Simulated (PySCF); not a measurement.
A PySCF script (with the pyscf-properties extension) for the NMR shieldings of `[H]/N=C/C[C@H]1OCC(=O)[SiH2]1`, C5H9NO2Si, on a GFN2-xTB geometry:

```python
import basis_set_exchange as bse
import numpy as np
from pyscf import gto, dft
from pyscf.prop import nmr

atoms = """
N    -2.139812   -0.332919    0.818343
C    -2.313216    0.480756   -0.123990
C    -1.157230    0.873007   -0.960943
C     0.021205   -0.052555   -0.707121
O     1.229845    0.649381   -0.995594
C     2.346675   -0.026092   -0.472038
C     2.057476   -0.572237    0.919118
O     2.933294   -0.950911    1.659998
Si    0.124122   -0.593698    1.128648
H    -2.934291   -0.566197    1.403706
H    -3.276357    0.939649   -0.363102
H    -0.861668    1.887692   -0.674766
H    -1.447023    0.916473   -2.013515
H    -0.052997   -0.918644   -1.383669
H     2.610712   -0.889259   -1.107793
H     3.184079    0.674089   -0.473978
H    -0.105880    0.466295    2.108295
H    -0.227693   -1.978511    1.406749
"""
names = dict.fromkeys(["N", "C", "O", "Si", "H"], "pcSseg-1")
basis = {el: gto.basis.parse(bse.get_basis(n, elements=[el], fmt="nwchem")) for el, n in names.items()}
mol = gto.M(atom=atoms, basis=basis, charge=0, verbose=0)
mf = dft.RKS(mol, xc="PBE0")
mf.grids.level = 2
mf.grids.alignment = dft.numint.BLKSIZE   # the property module wants whole blocks of grid points
mf.conv_tol = 1e-9
mf.kernel()

calc = nmr.RKS(mf)   # GIAO
C = mf.mo_coeff
Co = C[:, mf.mo_occ > 0]
resp = mf.gen_response(singlet=True, hermi=2)
def vind(x):   # induced exchange potential for any number of trial vectors
    d = np.einsum("pi,xij,qj->xpq", C, 2 * x.reshape(-1, C.shape[1], Co.shape[1]), Co, optimize=True)
    return np.einsum("xpq,pi,qj->xij", resp(d - d.transpose(0, 2, 1)), C, Co, optimize=True).ravel()
mo1, _ = nmr.rhf.solve_mo1(calc, with_cphf=vind)
sigma = calc.kernel(mo1)
for i, s in enumerate(sigma):   # ppm
    w = np.linalg.eigvalsh((s + s.T) / 2)
    print("%2d %-2s iso %8.1f  s11 %8.1f  s22 %8.1f  s33 %8.1f" % (i, mol.atom_pure_symbol(i), w.mean(), *w))
```

Question: What are the results?

Answer: 
```
 0 N  iso    -59.8  s11   -333.7  s22    -61.1  s33    215.5
 1 C  iso      5.8  s11    -96.8  s22    -23.0  s33    137.2
 2 C  iso    142.1  s11    119.7  s22    138.7  s33    167.9
 3 C  iso    122.6  s11     91.8  s22    101.2  s33    174.7
 4 O  iso    301.1  s11    242.6  s22    326.6  s33    333.9
 5 C  iso    104.9  s11     91.8  s22     96.0  s33    126.9
 6 C  iso    -81.4  s11   -228.4  s22    -95.1  s33     79.1
 7 O  iso   -492.8  s11  -1445.3  s22   -455.2  s33    422.1
 8 Si iso    452.2  s11    382.1  s22    457.2  s33    517.2
 9 H  iso     21.7  s11     16.6  s22     24.0  s33     24.4
10 H  iso     23.4  s11     21.6  s22     24.1  s33     24.5
11 H  iso     28.7  s11     25.8  s22     27.4  s33     32.8
12 H  iso     28.2  s11     24.0  s22     27.0  s33     33.7
13 H  iso     27.8  s11     24.6  s22     27.0  s33     31.9
14 H  iso     28.2  s11     24.1  s22     26.5  s33     34.0
15 H  iso     27.9  s11     24.0  s22     26.8  s33     33.0
16 H  iso     27.6  s11     23.8  s22     27.2  s33     31.9
17 H  iso     27.4  s11     23.5  s22     26.2  s33     32.6
```

These numbers come from an equivalent density-fitted implementation of the same equations, which agrees with the script to about 0.01 ppm for H and up to a few tenths of a ppm for heavy atoms, so last digits may differ.

Question: Turn these shieldings into chemical shifts. Shifts are taken against calculated references (same method and geometry level): ¹⁵N (σ = 267.73 ppm) vs NH3; ¹³C (σ = 186.93 ppm) and ²⁹Si (σ = 349.16 ppm) and ¹H (σ = 31.72 ppm) against TMS; ¹⁷O (σ = 336.08 ppm) vs H2O.

Answer: Averaging equivalent atoms: N 0: 327.5; C 6: 268.4; C 1: 181.2; C 5: 82.0; C 3: 64.4; C 2: 44.8; O 7: 828.9; O 4: 35.0; Si 8: -103.0; H 9: 10.05; H 10: 8.33; H 17: 4.29; H 16: 4.08; H 13: 3.90; H 15: 3.78; H 14: 3.54; H 12: 3.51; H 11: 3.04 ppm. Unscaled 17O shifts of doubly bonded oxygen tend to come out too high, by tens of ppm or more. Experimental scales use liquid or dissolved standards, which lie at an offset from isolated NH3 (liquid NH3: subtract about 20 ppm) and H2O (liquid H2O: subtract about 36 ppm). Unscaled 15N shifts of sp2 nitrogen come out 20 to 40 ppm too high even then.

Size and cost of the density-fitted run: 205 basis functions, 82 s wall time on 1 thread of an Arm Neoverse N1, shared host; peak memory 0.95 GiB.
